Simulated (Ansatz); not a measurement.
`F[Si](Cl)(Cl)O[SiH3]` → Cl₂ + `F[Si]O[SiH3]` at 400 K and 1 bar (silylene formation by 1,1-elimination).

Program: Ansatz. Geometries: PBE0-D4/def2-TZVP. ΔE: electronic, gas phase. CCSD(T)/CBS adds triple-zeta CCSD(T) − MP2 to the extrapolated MP2 energy (def2 sets, frozen cores). This one scheme is used for every species. Each species was taken in one conformer, which may not be the lowest.

```json
{"species": "`F[Si](Cl)(Cl)O[SiH3]`", "CCSD(T)/CBS energy (Eh)": "-1674.75713", "H − E (kJ/mol)": "136.8", "S (J/(mol·K))": "454.7"}
{"species": "Cl₂", "CCSD(T)/CBS energy (Eh)": "-919.51390", "H − E (kJ/mol)": "16.1", "S (J/(mol·K))": "232.9"}
{"species": "`F[Si]O[SiH3]`", "CCSD(T)/CBS energy (Eh)": "-755.04483", "H − E (kJ/mol)": "112.6", "S (J/(mol·K))": "369.1"}
```

H − E and S are ideal-gas, rigid-rotor, harmonic terms from PBE0-D4/def2-TZVP, for one conformer and one mirror image of each species. 1 Eh = 2625.50 kJ/mol, R = 8.31446 J/(mol·K).

Question: By hand: ΔE, ΔH, ΔS and ΔG.

Answer: ΔE = (-919.51390) + (-755.04483) − (-1674.75713) = 0.19840 Eh = 520.9 kJ/mol. Δ(H − E) = 16.1 + 112.6 − 136.8 = -8.1, so ΔH = 512.8 kJ/mol. ΔS = 232.9 + 369.1 − 454.7 = 147.3 J/(mol·K). ΔG = 512.8 − 400 × (147.3)/1000 = 453.9 kJ/mol.

Question: By hand: the equilibrium constant, and the temperature at which ΔG would vanish if ΔH and ΔS stayed fixed.

Answer: log₁₀ K = −ΔG/(RT ln 10) = -59.3. ΔG = 0 at ΔH/ΔS = 3481 K, far beyond where these terms or the molecules hold.

The number of gas molecules changes by +1, which sets the sign of ΔS. A doubt of 5 kJ/mol in ΔE shifts log₁₀ K by 0.7 here. Other conformers and mirror images would add mixing entropy, several J/(mol·K) or more a flexible species. Modes under 60 cm⁻¹, often nearly free rotors, make the harmonic entropy too high. These are equilibria of isolated gas molecules and say nothing of rates. Largest T1 diagnostic: 0.014 (customary marks: 0.02 for closed shells, 0.045 for open ones).
